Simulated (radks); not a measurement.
Results of a calculation; reference values are marked as such.
Question: Eu, 63 electrons, occupied as [Kr] 4d10 4f7 5s1.5 5p6 6s2 5f0.5 (fractional occupations, a model configuration). Level of theory: Dirac Kohn-Sham, PBE, spin-unpolarised, spherical densities, finite nucleus; open shells are shared between the two j in proportion to 2j + 1; Fermi nuclear charge, rms radius 5.1115 fm (a radial shooting solver on a logarithmic mesh with Libxc functionals).

Spin-orbit splittings of the eigenvalues, e(l+1/2) - e(l-1/2), with zeta = 2 splitting/(2l+1) and mean radii in bohr:

| shell | occ. | splitting (eV) | zeta (eV) | <r> j=l-1/2 | <r> j=l+1/2 |
|---|---|---|---|---|---|
| 2p | 6 | 648.0 | 432.0 | 0.07907 | 0.08580 |
| 3p | 6 | 132.1 | 88.07 | 0.2388 | 0.2517 |
| 3d | 10 | 28.75 | 11.50 | 0.2235 | 0.2276 |
| 4p | 6 | 29.12 | 19.42 | 0.5792 | 0.6086 |
| 4d | 10 | ? | ? | 0.6483 | 0.6588 |
| 4f | 7 | 0.6267 | 0.1791 | 0.9379 | 0.9544 |
| 5p | 6 | 3.908 | 2.605 | 1.544 | 1.639 |
| 5f | 0.5 | 2.955e-06 | 8.442e-07 | 26.56 | 26.56 |

Estimate the 4d splitting.

Answer: 5.224 eV (zeta = 2.090 eV).
